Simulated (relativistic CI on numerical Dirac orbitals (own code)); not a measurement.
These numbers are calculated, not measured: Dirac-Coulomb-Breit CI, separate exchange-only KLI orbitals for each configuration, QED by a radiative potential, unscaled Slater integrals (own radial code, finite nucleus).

The strongest absorption lines from the ground level of an ion, among the configurations computed and to levels below about 113 eV (vacuum wavelength in nm, gf): 11.238 (0.65), 11.261 (1.1), 11.322 (1.2), 12.429 (0.3), 12.479 (0.51), 12.551 (1.2), 12.608 (0.54), 13.689 (1.4).

(1) Which ion is it?
A. Br XV
B. Ga XI
C. Ga XIII
D. Ga IX

## Answers

(1) B. Ga XI has 21 electrons and the ground level 3s²3p⁶3d³ ⁴F3/2; the strongest line goes to 3s²3p⁵3d⁴ ⁴G°5/2. The pattern of lines fixes the number of electrons, and along that sequence the line energies rise steadily with the charge (about as its square where n changes within one kind of shell, about linearly where n is kept but much faster in heavy ions where fine structure, which grows about as Z⁴, sets the gap, and irregularly where shells cross), which fixes Z. Configurations outside the model, such as inner-shell arrays, can give stronger lines. At this charge energies of transitions that change n are usually good to better than 1 %, and those within a shell (Δn = 0) to a few per cent. Terms inside the open d or f shell come out 10 to 20 % too wide with unscaled integrals.

LS names give the leading component of a level, which can be under half, so a name can repeat, a term be missing and a line seem to break the LS rules.
